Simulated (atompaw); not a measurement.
Sm: one change to a PAW (atompaw) potential, before and after

atompaw 4.2.0.5 input, output lines left out:

```
Sm 62
LDA-PW scalarrelativistic loggrid 2001 logderivrange -5 5 251
6 6 5 4 0 0
6 0 0
6 1 0
5 2 0
4 3 6
0 0 0
c
c
c
c
c
v
c
c
c
v
v
c
c
v
v
3
2.95 2.40 2.15 2.15
y
2.45
n
n
y
2.05
n
y
1.4
n
bloechl besselshape
4 -0.5 vpsmatchnc
```

Change: core [Kr] 4d10, valence charge 16; reference 4f5 5s2 5p6 5d0 6s0 6p0; waves now 5s (bound); 6s (bound); 5p (bound); 6p (bound); 5d (bound); 5d channel at -0.3 Ry; 4f (bound); 4f channel at -1.15 Ry; local potential vpsmatchnc scheme with l = 4 at -0.5 Ry, radius 2.45 bohr; core correction smooth core density matched at 2.80 bohr; augmentation besselshape compensation charge, radius 2.65 bohr; PAW radius 3.00 bohr; waves and projectors: bloechl.

Cutoffs: the cutoffs (Ry, on a coarse ladder) from which the occupation-weighted sum of valence levels, in a spherical-Bessel basis at the reference potential, stays within 10 and 1 mRy of its value at 400 Ry; they do not see the model core or the augmentation charge, which bear on the density cutoff.

**Question.** What does the change do?

**Answer.** The potential gets softer (70 Ry and 90 Ry → 55 Ry and 70 Ry); both files keep a bound ghost (s). Several settings change at once here, so the effects cannot be laid on one of them.

```tsv
quantity	base	changed
cutoff, loose	70 Ry	55 Ry
cutoff, tight	90 Ry	70 Ry
bound ghosts	s	s
lowest overlap eigenvalue by channel	s 0.06, p 0.22, d 0.51, f 1.00	s 0.09, p 0.33, d 0.59, f 1.00
```

 A true bound ghost makes a file unfit for plane-wave use even where its test errors are small: the radial tests pick states by their node count and pass the ghost by. The cutoffs see the waves, projectors and local potential, not the compensation charge or the core.
